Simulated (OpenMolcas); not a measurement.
# Tc3+: input and output

Tc3+ among 8 point charges of -0.8 e arranged as a cube (Oh), 2.25 Å from the ion. With inversion symmetry the input lists one of each pair of outer charges.

Input:

```
&GATEWAY
Coord
1

Tc 0.0 0.0 0.0
Basis=ANO-RCC-VTZP
Group=XYZ
NoMove
AngMom=0.0 0.0 0.0
AMFI
XField
4 Angstrom 0
1.299038 1.299038 1.299038 -0.800000
1.299038 1.299038 -1.299038 -0.800000
1.299038 -1.299038 1.299038 -0.800000
1.299038 -1.299038 -1.299038 -0.800000
&SEWARD
* reference wave functions (RASSCF and RASSI steps not shown): 4 electrons in 5 orbitals (4d)
>>> COPY JOB001 $Project.JobIph
&CASPT2
Multistate=5 1 2 3 4 5
NoMult
Frozen=8 6
IPEA=0.25
Imaginary=0.1
MaxIter=60
WThr=0.0 0.3 0.05
PrWF=0.5
NoMix
>>> COPY JOB002 $Project.JobIph
&CASPT2
Multistate=45 1 2 3 4 5 6 7 8 9 10 11 12 13 14 15 16 17 18 19 20 21 22
23 24 25 26 27 28 29 30 31 32 33 34 35 36 37 38 39 40 41 42 43 44 45
NoMult
Frozen=8 6
IPEA=0.25
Imaginary=0.1
MaxIter=60
WThr=0.0 0.3 0.05
PrWF=0.5
NoMix
>>> COPY JOB003 $Project.JobIph
&CASPT2
Multistate=50 1 2 3 4 5 6 7 8 9 10 11 12 13 14 15 16 17 18 19 20 21 22
23 24 25 26 27 28 29 30 31 32 33 34 35 36 37 38 39 40 41 42 43 44 45 46
47 48 49 50
NoMult
Frozen=8 6
IPEA=0.25
Imaginary=0.1
MaxIter=60
WThr=0.0 0.3 0.05
PrWF=0.5
NoMix
```

Launched by
```bash
OMP_NUM_THREADS=1 MOLCAS_MEM=1689 MOLCAS_PROJECT=a pymolcas a.inp > a.log  # once for each step of the input, in one work folder
```

Output, cut to the results:

```
--- CASPT2 ---
Orbital specifications:
      -----------------------

      Symmetry species                           1   2
                                                ag  au
      Frozen orbitals                            8   6
      Inactive orbitals                          1   3
      Active orbitals                            5   0
      Secondary orbitals                        22  23
      Deleted orbitals                           0   0
      Number of basis functions                 36  32
Type of calculation                        SS-CASPT2
      Fock operator                              state-specific
      IPEA shift                                 0.25
      Real shift                                 0.00
      Imaginary shift                            0.10
      The input orbitals will be transformed to quasi-canonical
Reference energy:       -4285.2153014679
      E2 (Non-variational):      -0.3293131403
      Shift correction:          -0.0001264841
      E2 (Variational):          -0.3294396244
      Total energy:           -4285.5447410923
      Residual norm:              0.0000002881
      Reference weight:           0.94396
      Contributions to the CASPT2 correlation energy
      Active & Virtual Only:         -0.0395259648
      One Inactive Excited:          -0.1614955628
      Two Inactive Excited:          -0.1282916127
Reference energy:       -4285.2153014679
      E2 (Non-variational):      -0.3293906555
      Shift correction:          -0.0001266597
      E2 (Variational):          -0.3295173152
      Total energy:           -4285.5448187831
      Residual norm:              0.0000002929
      Reference weight:           0.94392
      Contributions to the CASPT2 correlation energy
      Active & Virtual Only:         -0.0395507903
      One Inactive Excited:          -0.1615431596
      Two Inactive Excited:          -0.1282967056
::    CASPT2 Root  1     Total energy:  -4285.54474109
::    CASPT2 Root  2     Total energy:  -4285.54481878
::    CASPT2 Root  3     Total energy:  -4285.54477525
::    CASPT2 Root  4     Total energy:  -4285.53277637
::    CASPT2 Root  5     Total energy:  -4285.53273379
--- CASPT2 ---
Orbital specifications:
      -----------------------

      Symmetry species                           1   2
                                                ag  au
      Frozen orbitals                            8   6
      Inactive orbitals                          1   3
      Active orbitals                            5   0
      Secondary orbitals                        22  23
      Deleted orbitals                           0   0
      Number of basis functions                 36  32
Type of calculation                        SS-CASPT2
      Fock operator                              state-specific
      IPEA shift                                 0.25
      Real shift                                 0.00
      Imaginary shift                            0.10
      The input orbitals will be transformed to quasi-canonical
Reference energy:       -4285.1414186611
      E2 (Non-variational):      -0.3349891986
      Shift correction:          -0.0001389740
      E2 (Variational):          -0.3351281727
      Total energy:           -4285.4765468337
      Residual norm:              0.0000000739
      Reference weight:           0.94243
      Contributions to the CASPT2 correlation energy
      Active & Virtual Only:         -0.0439621170
      One Inactive Excited:          -0.1634622165
      Two Inactive Excited:          -0.1275648651
Reference energy:       -4285.1414186611
      E2 (Non-variational):      -0.3347175443
      Shift correction:          -0.0001376956
      E2 (Variational):          -0.3348552400
      Total energy:           -4285.4762739010
      Residual norm:              0.0000000705
      Reference weight:           0.94258
      Contributions to the CASPT2 correlation energy
      Active & Virtual Only:         -0.0438252977
      One Inactive Excited:          -0.1633643752
      Two Inactive Excited:          -0.1275278714
::    CASPT2 Root  1     Total energy:  -4285.47654683
::    CASPT2 Root  2     Total energy:  -4285.47627390
::    CASPT2 Root  3     Total energy:  -4285.47644967
::    CASPT2 Root  4     Total energy:  -4285.47309422
::    CASPT2 Root  5     Total energy:  -4285.47339302
::    CASPT2 Root  6     Total energy:  -4285.47373727
::    CASPT2 Root  7     Total energy:  -4285.47030932
::    CASPT2 Root  8     Total energy:  -4285.47101471
::    CASPT2 Root  9     Total energy:  -4285.47114248
::    CASPT2 Root 10     Total energy:  -4285.46559587
::    CASPT2 Root 11     Total energy:  -4285.46599804
::    CASPT2 Root 12     Total energy:  -4285.46589433
::    CASPT2 Root 13     Total energy:  -4285.46606901
::    CASPT2 Root 14     Total energy:  -4285.46577796
::    CASPT2 Root 15     Total energy:  -4285.46393603
::    CASPT2 Root 16     Total energy:  -4285.46395411
::    CASPT2 Root 17     Total energy:  -4285.46403435
::    CASPT2 Root 18     Total energy:  -4285.45680600
::    CASPT2 Root 19     Total energy:  -4285.45678051
::    CASPT2 Root 20     Total energy:  -4285.45677100
::    CASPT2 Root 21     Total energy:  -4285.45761183
::    CASPT2 Root 22     Total energy:  -4285.45769805
::    CASPT2 Root 23     Total energy:  -4285.45768984
::    CASPT2 Root 24     Total energy:  -4285.45771308
::    CASPT2 Root 25     Total energy:  -4285.45307801
::    CASPT2 Root 26     Total energy:  -4285.45336623
::    CASPT2 Root 27     Total energy:  -4285.44841644
::    CASPT2 Root 28     Total energy:  -4285.44430733
::    CASPT2 Root 29     Total energy:  -4285.44416712
::    CASPT2 Root 30     Total energy:  -4285.44427567
--- CASPT2 ---
Orbital specifications:
      -----------------------

      Symmetry species                           1   2
                                                ag  au
      Frozen orbitals                            8   6
...
```

Spin-orbit levels above the lowest (labels of O, the rotations of Oh), with the averaged single-state CASPT2 energies on the diagonal:

```tsv
E (cm-1)	Degeneracy	Label	2S+1
0	1	A1	5
260	3	T1	5
540	3	T2	5
1050	2	E	5
1250	3	T1	5
1700	3	T2	5
3730	1	A2	5
3840	3	T2	5
3930	2	E	5
3980	3	T1	5
4030	1	A1	5
14390	1	A1	3
15550	3	T1	3
15610	2	E	3
16070	3	T2	3
16220	3	T1	3
16640	3	T2	3
16700	1	A1	3
16740	1	A2	3
16910	3	T1	3
```

Roots that are degenerate in the reference are averaged as groups; the widest CASPT2 spread within a group is 290 cm-1 (the 3-fold group of multiplicity 1 near 22300 cm-1 above the lowest state of its run). Shifts and gaps below about the spread of the groups concerned are not significant. An orbital triplet at a regular site is open to Jahn-Teller coupling, which can distort the site and quench the lowest spin-orbit gaps and is left out. Point charges give a weaker field than real ligands, and real ions of this kind are as a rule low spin; the high spin found here belongs to the model. The ground term spreads over less than 5000 cm-1, several times less than with real ligands, so orbital moments are less quenched and χT lies further from the spin-only value than at real sites. Free-ion shares, where given, are those of the reference states; single-state CASPT2 does not remix them. Point charges carry no covalency, so the field is a model and not that of real ligands. No measured value stands beside these numbers.

The CASPT2 steps took 9.4 s on 1 thread of Intel(R) Xeon(R) 6975P-C (Granite Rapids) (shared host); the integral step is not counted.
